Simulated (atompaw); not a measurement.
# platinum (Pt): one change to a PAW (atompaw) potential, before and after

| Quantity | Value |
| --- | --- |
| Element | Pt |
| Generator | atompaw 4.2.0.5 |
| Type | PAW |
| Functional | LDA (PW92) |
| Relativity | scalar-relativistic |
| Frozen core | [Kr] 4d10 4f14 |
| Valence charge | 18 |
| Reference configuration | 5s2 5p6 5d9 6s1 6p0 |
| Partial waves | 5s (bound): rc 1.40 bohr; 6s (bound): rc 2.05 bohr; 5p (bound): rc 1.90 bohr; 6p (bound, empty): rc 2.05 bohr; 5d (bound): rc 1.75 bohr; 5d channel at 2.25 Ry: rc 2.05 bohr |
| Local potential | troulliermartins scheme with l = 3 at -0.5 Ry, radius 1.35 bohr |
| Core correction | smooth core density matched at 1.90 bohr |
| Augmentation charge | besselshape compensation charge, radius 1.60 bohr; PAW radius 2.05 bohr; waves and projectors: custom polynom gramschmidtortho |

All-electron outer shells of the reference configuration (LDA (PW92), scalar-relativistic, ld1.x):

```csv
shell,level (eV),outermost node (bohr),outermost maximum (bohr)
4d,-306.78,0.20,0.42
5s,-102.20,0.49,0.87
4f,-70.50,–,0.38
5p,-56.29,0.53,0.98
5d,-6.38,0.57,1.26
6s,-5.96,1.14,2.38
6p,-0.96,1.36,3.55
```

Change: augmentation besselshape compensation charge, radius 1.60 bohr; PAW radius 2.05 bohr; waves and projectors: custom polynom2 7 10 vanderbiltortho.

Cutoffs: the cutoffs (Ry, on a coarse ladder) from which the occupation-weighted sum of valence levels, in a spherical-Bessel basis at the reference potential, stays within 10 and 1 mRy of its value at 400 Ry; they do not see the model core or the augmentation charge, which bear on the density cutoff.

**Question.** What does the change do?

**Answer.** The potential gets neither clearly harder nor softer (45 Ry and 60 Ry → 35 Ry and 180 Ry); the bound ghosts move from d, s to s; the range in which the d phases agree narrows (upper end 4.2 → 1.2).

```tsv
quantity	base	changed
cutoff, loose	45 Ry	35 Ry
cutoff, tight	60 Ry	180 Ry
loose cutoff by channel (10 mRy a level)	s 21 Ry, p 21 Ry, d 25 Ry	s 18 Ry, p 18 Ry, d 21 Ry
bound ghosts	s, d	s
s: phases at 2.05 bohr within 0.05 rad from the reference energy up to (Ry; the scan ends near 5)	to the end of the scan	4.8
p: phases at 2.05 bohr within 0.05 rad from the reference energy up to (Ry; the scan ends near 5)	0.3	0.3
d: phases at 2.05 bohr within 0.05 rad from the reference energy up to (Ry; the scan ends near 5)	4.2	1.2
lowest overlap eigenvalue by channel	s 0.33, p 0.75, d 0.53	s 0.31, p 0.77, d 0.81
```

 A true bound ghost makes a file unfit for plane-wave use even where its test errors are small: the radial tests pick states by their node count and pass the ghost by. The cutoffs see the waves, projectors and local potential, not the compensation charge or the core.
